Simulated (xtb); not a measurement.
I4Si (SMILES I[Si](I)(I)I), singlet, at a GFN2-xTB geometry; GFN1-xTB with ALPB(cs2) run with xtb.

xtb was given this input:
```
$ xtb mol.xyz --gfn 1 --alpb cs2 --json

# file mol.xyz
5

I      2.21032182    -1.01466435     0.44131595
Si    -0.00000000     0.00000000    -0.00000000
I     -1.44768676    -1.64430040    -1.14468568
I     -1.04249418     0.66686619     2.13970125
I      0.27985912     1.99209856    -1.43633152
```

What does xtb print? Leave out banner, timings and long lists.


```
   ID    Z sym.   atoms
    1   53 I      1, 3-5
    2   14 Si     2

           -------------------------------------------------
          |                Calculation Setup                |
           -------------------------------------------------

           -------------------------------------------------
          |                 G F N 1 - x T B                 |
           -------------------------------------------------

      * Solvation model:               ALPB
        Solvent                        cs2
        Parameter file                 internal GFN1-xTB/ALPB
        Dielectric constant                2.6400E+00
        Reference state                gsolv [1 M gas/solution]
        Free energy shift                  5.5033E-03 Eh       3.4534E+00 kcal/mol
        Temperature                        2.9815E+02 K
        Density                            1.2600E+00 kg/L
        Solvent mass                       7.6140E+01 g/mol
        Interaction kernel             P16
        Born radius scaling (c1)           1.3403E+00
        Born radii integrator          GBOBC
        Born offset                        0.0000E+00 a0       0.0000E+00 AA
        H-bond correction              false
        Ion screening                  false
        Surface tension                    1.0000E-05 Eh       1.5569E+01 dyn/cm
        Grid points                               230 per atom

          ...................................................
          :                      SETUP                      :
          :.................................................:
          :  # basis functions                  50          :
          :  # atomic orbitals                  45          :
          :  # shells                           15          :
          :  # electrons                        32          :
          :  # halogen bonds                     0          :
          :  max. iterations                   250          :
          :  Hamiltonian                  GFN1-xTB          :
          :  restarted?                      false          :
          :  GBSA solvation                   true          :
          :  PC potential                    false          :
          :  electronic temp.          300.0000000     K    :
          :  accuracy                    1.0000000          :
          :  -> integral cutoff          0.2500000E+02      :
          :  -> integral neglect         0.1000000E-07      :
          :  -> SCF convergence          0.1000000E-05 Eh   :
          :  -> wf. convergence          0.2000000E-04 e    :
          :  Broyden damping             0.4000000          :
          :  net charge                          0          :
          :  unpaired electrons                  0          :
          ...................................................

 iter      E             dE          RMSdq      gap      omega  full diag
   1    -17.9033711 -0.179034E+02  0.661E+00    5.08       0.0  T
   2    -17.9169812 -0.136101E-01  0.381E+00    5.43       1.0  T
   3    -17.9132732  0.370803E-02  0.256E+00    5.11       1.0  T
   4    -17.9381729 -0.248997E-01  0.169E-01    5.29       1.0  T
   5    -17.9381734 -0.510749E-06  0.156E-01    5.27       1.0  T
   6    -17.9383421 -0.168679E-03  0.207E-02    5.28       2.2  T
   7    -17.9383451 -0.302460E-05  0.201E-04    5.28     222.7  T
   8    -17.9383451 -0.306102E-10  0.112E-04    5.28     398.2  T
   9    -17.9383451 -0.690790E-10  0.937E-07    5.28   47739.6  T

   *** convergence criteria satisfied after 9 iterations ***

         :::::::::::::::::::::::::::::::::::::::::::::::::::::
         ::                     SUMMARY                     ::
         :::::::::::::::::::::::::::::::::::::::::::::::::::::
         :: total energy             -17.890005364653 Eh    ::
         :: total w/o Gsasa/hb       -17.870013942262 Eh    ::
         :: gradient norm              0.005750513934 Eh/a0 ::
[...]

           -------------------------------------------------
          |                Property Printout                |
           -------------------------------------------------

    * Orbital Energies and Occupations

         #    Occupation            Energy/Eh            Energy/eV
      -------------------------------------------------------------
         1        2.0000           -0.8613370             -23.4382
       ...           ...                  ...                  ...
         4        2.0000           -0.8610586             -23.4306
         5        2.0000           -0.5708170             -15.5327
         6        2.0000           -0.4491533             -12.2221
         7        2.0000           -0.4491533             -12.2221
         8        2.0000           -0.4491533             -12.2221
         9        2.0000           -0.4277246             -11.6390
        10        2.0000           -0.4277246             -11.6390
        11        2.0000           -0.4084855             -11.1155
        12        2.0000           -0.4084855             -11.1155
        13        2.0000           -0.4084855             -11.1155
        14        2.0000           -0.3949239             -10.7464
        15        2.0000           -0.3949239             -10.7464
        16        2.0000           -0.3949239             -10.7464 (HOMO)
        17                         -0.2009132              -5.4671 (LUMO)
        18                         -0.1682480              -4.5783
        19                         -0.1682480              -4.5783
        20                         -0.1682480              -4.5783
        21                         -0.0821860              -2.2364
        22                         -0.0821860              -2.2364
        23                         -0.0659165              -1.7937
        24                         -0.0659165              -1.7937
        25                         -0.0659165              -1.7937
        26                         -0.0541546              -1.4736
        27                         -0.0541546              -1.4736
       ...                                ...                  ...
        45                          0.9534127              25.9437
      -------------------------------------------------------------
                  HL-Gap            0.1940107 Eh            5.2793 eV
             Fermi-level           -0.2979185 Eh           -8.1068 eV

  Mulliken/CM5 charges         n(s)   n(p)   n(d)
     1I    -0.06326 -0.00215   1.987  5.089 -0.013
     2Si    0.25306  0.00859   1.199  1.497  1.051
     3I    -0.06326 -0.00215   1.987  5.089 -0.013
     4I    -0.06326 -0.00215   1.987  5.089 -0.013
     5I    -0.06326 -0.00215   1.987  5.089 -0.013

Wiberg/Mayer (AO) data.
largest (>0.10) Wiberg bond orders for each atom

 ---------------------------------------------------------------------------
     #   Z sym  total        # sym  WBO       # sym  WBO       # sym  WBO
 ---------------------------------------------------------------------------
     1  53 I    1.409 --     2 Si   1.268
     2  14 Si   5.071 --     5 I    1.268     1 I    1.268     3 I    1.268
                             4 I    1.268
     3  53 I    1.409 --     2 Si   1.268
     4  53 I    1.409 --     2 Si   1.268
     5  53 I    1.409 --     2 Si   1.268
 ---------------------------------------------------------------------------

Topologies differ in total number of bonds
Writing topology from bond orders to xtbtopo.mol

 dipole moment from electron density (au)
     X       Y       Z
   0.0000   0.0000  -0.0000  total (Debye):    0.000

           -------------------------------------------------
          | TOTAL ENERGY              -17.890005364653 Eh   |
          | GRADIENT NORM               0.005750513934 Eh/α |
          | HOMO-LUMO GAP               5.279300690278 eV   |
           -------------------------------------------------

normal termination of xtb
```
